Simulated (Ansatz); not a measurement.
A structure relaxed at r2SCAN-D4/def2-SVP in Ansatz, charge 1, singlet:

Cartesian coordinates in Å:
```
In -1.8188 -0.2722 -1.8814
In 1.5961 2.2160 1.9006
In -0.2234 -2.5629 -0.5503
Sb 1.1810 0.4227 -0.6708
Sb -0.7349 0.1965 1.2019
```

Q: Give its formula and point group.

A: the cluster In₃Sb₂⁺. Point group C2v (tolerance 0.1 Å).

Q: Summarise the bond lengths by kind (pairs closer than 1.2 times the sum of covalent radii, bridged metal pairs left out).

A: 6 × In–Sb 3.16 to 3.31 Å; 1 × Sb–Sb 2.69 Å.

In the def2 sets In, Sb take a core potential; there is no spin–orbit coupling. The restricted singlet is unstable towards broken spin symmetry at other levels; at r2SCAN-D4/def2-SVP this wasn't settled. Another isomer (singlet) lies 0.25 eV lower at PBE0-D4/def2-TZVP; other spin states weren't run for this one.
